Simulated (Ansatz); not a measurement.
`FC[SiH](F)Cl`. Charge 0, multiplicity 1. The geometry is a stationary point of PBE0-D4/def2-TZVP. It is one conformer, not always the lowest.

```xyz
8

F     0.538    1.069    1.590
C     0.306   -0.135    0.940
Si   -0.237    0.186   -0.827
F    -1.656    0.899   -0.827
Cl   -0.420   -1.631   -1.736
H    -0.461   -0.691    1.490
H     1.228   -0.727    0.958
H     0.702    1.030   -1.588
```

(1) What is the dipole moment at ωB97M-V/def2-TZVPP? (Estimate.)

(2) And with PBE, r2SCAN, B3LYP? (An estimate is asked.)

(3) Give the Mulliken charges with ωB97M-V, B3LYP, PBE in def2-TZVPP. (An estimate is asked.)

Results:

(1) Computed: 1.44 D, with components (0.96, -1.08, 0.05) D in this frame, pointing from negative to positive charge.

(2) Ansatz gave: PBE 1.37 D, r2SCAN 1.40 D, B3LYP 1.47 D.

(3) Computed: 
```
atom  ωB97M-V  B3LYP    PBE
  F1    -0.23  -0.24  -0.20
  C2    -0.08  -0.03  -0.04
 Si3     0.60   0.67   0.58
  F4    -0.29  -0.30  -0.26
 Cl5    -0.20  -0.23  -0.21
  H6     0.12   0.10   0.10
  H7     0.11   0.10   0.10
  H8    -0.03  -0.07  -0.07
```

B3LYP here is the variant with VWN-RPA as its local correlation; programs differ in this.
